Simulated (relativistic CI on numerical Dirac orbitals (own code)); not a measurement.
## Ni6+: calculation against measurement

Computed by Dirac-Coulomb-Breit CI, KLI orbitals optimised for each configuration, model QED (radiative potential, 1s self-energy scaled to tabulated hydrogen-like ionisation energies), unscaled Slater integrals (own radial code, finite nucleus).

Configurations in the expansion (outside the closed core [Ne]): 3s2.3p6.3d4, 3s2.3p5.3d5, 3s2.3p6.3d3.4s, 3s2.3p6.3d3.4p, 3s.3p6.3d5, 3s2.3p6.3d3.4d, 3s2.3p6.3d3.5s, 3s2.3p6.3d3.4f, 3s2.3p6.3d3.5p, 3s2.3p6.3d3.5d, 3s2.3p6.3d3.5f, 3s2.3p6.3d3.5g, 3s2.3p6.3d2.4s.4p, 3s2.3p6.3d2.4s2, 3s2.3p6.3d.4s2.4p, 3s2.3p6.3d.4s2.4d, 3s2.3p6.3d.4s2.5s, 3p6.3d6, 3p5.3d7. Double excitations out of closed p, d and f shells are left out; levels of such configurations are missing from the list, as are those of other unlisted configurations, and high levels can miss mixing partners.

| Configuration | Term (tabulated) | J | Measured (cm⁻¹) | Computed | Error | Purity (%) |
| --- | --- | --- | --- | --- | --- | --- |
| 3s2.3p6.3d4 | 5D | 0 | 0.0 | 0 | 0 | 99 |
| 3s2.3p6.3d4 | 5D | 1 | 279.0 | 267 | -12 | 100 |
| 3s2.3p6.3d4 | 5D | 2 | 804.0 | 772 | -32 | 100 |
| 3s2.3p6.3d4 | 5D | 3 | 1520.0 | 1473 | -47 | 100 |
| 3s2.3p6.3d4 | 5D | 4 | 2392.0 | 2330 | -62 | 100 |
| 3s2.3p6.3d4 | 3P | 0 | 30077.0 | 34399 | 4322 | 98 |
| 3s2.3p6.3d4 | 3H | 4 | 31672.0 | 34153 | 2481 | 96 |
| 3s2.3p6.3d4 | 3P | 1 | 31836.0 | 36099 | 4263 | 99 |
| 3s2.3p6.3d4 | 3H | 5 | 32286.0 | 34710 | 2424 | 98 |
| 3s2.3p6.3d4 | 3H | 6 | 32877.0 | 35266 | 2389 | 99 |
| 3s2.3p6.3d4 | 3F | 2 | 34247.0 | 37937 | 3690 | 99 |
| 3s2.3p6.3d4 | 3F | 3 | 34317.0 | 37969 | 3652 | 90 |
| 3s2.3p6.3d4 | 3P | 2 | 34555.0 | 38768 | 4213 | 99 |
| 3s2.3p6.3d4 | 3F | 4 | 34576.0 | 38187 | 3611 | 89 |
| 3s2.3p6.3d4 | 3G | 3 | 38160.0 | 41628 | 3468 | 90 |
| 3s2.3p6.3d4 | 3G | 4 | 38746.0 | 42194 | 3448 | 89 |
| 3s2.3p6.3d4 | 3G | 5 | 39247.0 | 42637 | 3390 | 98 |
| 3s2.3p6.3d3.4p | 3D° † | 1 | 467015.0 | 471764 | 4749 | 58 |
| 3s2.3p6.3d3.4p | 5D° | 3 | 468690.0 | 468904 | 214 | 73 |
| 3s2.3p6.3d3.4p | 5D° | 1 | 469175.0 | 469294 | 119 | 73 |
| 3s2.3p6.3d3.4p | 5D° | 4 | 469844.0 | 469960 | 116 | 91 |
| 3s2.3p6.3d3.4p | 5F° | 3 | 471096.0 | 471196 | 100 | 77 |
| 3s2.3p6.3d3.4p | 3D° † | 2 | 471976.0 | 472609 | 633 | 71 |
| 3s2.3p6.3d3.4p | 5F° | 4 | 472067.0 | 472165 | 98 | 88 |
| 3s2.3p6.3d3.4p | 5F° | 5 | 472907.0 | 473042 | 135 | 90 |
| 3s2.3p6.3d3.4p | 3D° | 3 | 473360.0 | 474125 | 765 | 86 |
| 3s2.3p6.3d3.4p | 3G° | 3 | 476258.0 | 477000 | 742 | 97 |
| 3s2.3p6.3d3.4p | 3G° | 4 | 477261.0 | 477949 | 688 | 95 |
| 3s2.3p6.3d3.4p | 3G° | 5 | 478534.0 | 479171 | 637 | 91 |
| 3s2.3p6.3d3.4p | 3F° | 2 | 479950.0 | 481153 | 1203 | 97 |
| 3s2.3p6.3d3.4p | 3F° | 3 | 481091.0 | 482267 | 1176 | 96 |
| 3s2.3p6.3d3.4p | 3F° | 4 | 482229.0 | 483418 | 1189 | 97 |
| 3s2.3p6.3d3.4p | 5P° | 1 | 486151.0 | 489977 | 3826 | 82 |
| 3s2.3p6.3d3.4p | 5P° | 2 | 487207.0 | 491136 | 3929 | 86 |
| 3s2.3p6.3d3.4p | 5P° | 3 | 488665.0 | 492605 | 3940 | 91 |
| 3s2.3p6.3d3.4p | 3G° | 3 | 493743.0 | 496842 | 3099 | 59 |
| 3s2.3p6.3d3.4p | 3G° | 4 | 495087.0 | 498204 | 3117 | 74 |
| 3s2.3p6.3d3.4p | 3G° | 5 | 496340.0 | 499106 | 2766 | 82 |
| 3s2.3p6.3d3.4p | 3G° | 5 | 511464.0 | 514712 | 3248 | 87 |
| 3s2.3p6.3d3.4p | 3G° † | 4 | 511698.0 | 515115 | 3417 | 88 |
| 3s2.3p6.3d3.4p | 3G° † | 3 | 511991.0 | 514699 | 2708 | 84 |

Measured levels from Corliss and Sugar, J. Phys. Chem. Ref. Data 10, 197 (1981); pairs were made by configuration, J and term (by order where the table uses no LS term), so strongly mixed levels may be paired wrongly.

Mean error by configuration (cm⁻¹): 3s2.3p6.3d4 2575; 3s2.3p6.3d3.4p 1555. Over the excited levels the mean absolute error is 2017 cm⁻¹ (40 of the 42 excited levels that our extract of the source holds in range could be paired, and the others can miss by more), and the median relative error of those above 1,000 cm⁻¹ is 0.71 %. † marks terms whose computed intervals miss the measured ones by more than a factor of 2.5, or configurations far off the rest, from wrong mixing, a near crossing or a doubtful label or measurement; they are left out of the means.
